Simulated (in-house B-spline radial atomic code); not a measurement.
# TDHF excitations of F⁵⁺

Method: TDHF. Computed with an all-electron radial atomic-structure program (B-spline basis): linear response of the closed shell [He] 2s2 with bare exchange (time-dependent Hartree-Fock); scalar-relativistic (spin-free one-electron X2C), finite nucleus, no spin-orbit coupling, no double excitations, S, P, D and F terms only.

Command:
```bash
python run_td.py task.json out
```
Settings (radii: box in bohr, nucleus in fm):
```
Z                        9
electrons                4
configuration            [He] 2s2
hamiltonian              x2c
method                   hf
box_radius               16.35
rms_radius               2.8976
intervals                72
```

Time taken, with all properties: 0.3 s on 1 thread of Arm Neoverse N1, with other jobs on the host.

The lowest states, in the order of their Tamm-Dancoff energies; the method's threshold (minus the highest occupied level) is 154.33 eV. Labels give the largest channel, * marks a mixed state, and oscillator strengths are full-response dipole values. Energies in eV:

```
     state  full response  Tamm-Dancoff  oscillator strength
2s → 2p 3P          6.738         9.274                    -
2s → 2p 1P              ?             ?                    ?
2s → 3s 3S          90.20         90.23                    -
2s → 3s 1S          92.91         92.93                    -
2s → 3p 3P          95.45         95.46                    -
2s → 3p 1P          96.38         96.38                0.452
2s → 3d 3D          98.19         98.20                    -
2s → 3d 1D              ?             ?                    -
2s → 4s 3S         119.95        119.96                    -
2s → 4s 1S         120.78        120.79                    -
```

Q: Where does 2s → 3d 1D lie?

A: At 100.05 eV in full response, 100.06 eV in Tamm-Dancoff.

Q: Where does 2s → 2p 1P lie?

A: At 20.864 eV in full response, 21.806 eV in Tamm-Dancoff, oscillator strength 0.427.

Q: How large is the singlet-triplet splitting of 2s → 2p (P terms) in Tamm-Dancoff?

A: 12.5 eV, from the unrounded values.

Q: What polarisabilities and dispersion coefficient does the method give?

A: Dipole 0.7855 bohr³, quadrupole 0.2037 bohr⁵, C6 0.3996 hartree·bohr⁶ for two such species.
